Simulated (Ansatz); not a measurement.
A made-up structure of GeH2SeO, closed shell:

| atom | x (Å) | y (Å) | z (Å) |
| --- | --- | --- | --- |
| O1 | 0.9325 | -1.0555 | 0.2963 |
| Ge2 | -0.0999 | 0.3049 | -0.2556 |
| Se3 | -0.4631 | -0.9697 | 1.5967 |
| H4 | -0.8979 | 0.0307 | -1.5292 |
| H5 | -1.0402 | -1.3904 | 2.9272 |

It is relaxed with PBE-D4/def2-SVP and then PBE0-D4/def2-TZVP (Ansatz 0.2.0). Atoms count as bonded within 1.22 times the sum of their covalent radii (H–H: 0.88 Å). The end point is not checked to be a true minimum.

Does its bonding change? (A judgement: the text doesn't fix the answer.)

Computed: No: no bond forms or breaks.

Where it ends: The first stage lowers the energy by 3.70 eV in 11 steps. It ends as GeH₂SeO ([O]1[GeH][SeH]1):
```
5
angstrom
O 0.6369 -1.2460 0.4504
Ge 0.0497 0.5135 -0.0257
Se -0.9256 -1.4199 1.2792
H -0.7978 0.0063 -1.2929
H -0.5317 -0.9338 2.6243
```

Labels in which every atom is bracketed show which atoms are joined, not bond orders.

For scale, one of the runs: PBE0-D4/def2-TZVP relaxation, 139 basis functions, launched by `ansatz run in.yaml --threads 2 --pin off --events-out ev --progress --plain --max-ram 4352MiB`. Hardware: 2 CPU threads of an Arm Neoverse V1, shared host. Wall time about 24 s.
